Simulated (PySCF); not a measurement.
## Correlation energy of Sm (samarium, neutral)

[Xe] 4f6 6s2, high-spin 7F determinant. Computed with PySCF 2.14 in cc-pVDZ-X2C (8s7p5d3f1g, 84 functions), with the spin-free X2C one-electron Hamiltonian (Gaussian nucleus). Frozen: [Kr] 4d10; 16 electrons correlated.

MP2 pair energies summed by pair of shells (mhartree):

```
 pair   energy  share (%)
4f-5p  -120.53       27.8
5p-5p  -117.95       27.2
4f-4f   -77.02       17.8
5s-5p   -32.12        7.4
5p-6s   -29.25        6.8
4f-5s   -21.97        5.1
6s-6s   -17.66        4.1
4f-6s    -8.99        2.1
5s-5s    -5.96        1.4
5s-6s    -1.42        0.3
```

Total MP2 correlation energy: -432.85 mhartree.

Same-spin part -189.22 and opposite-spin part -243.63 mhartree; SCS-MP2 scales them by 1/3 and 6/5 to -355.43 mhartree.
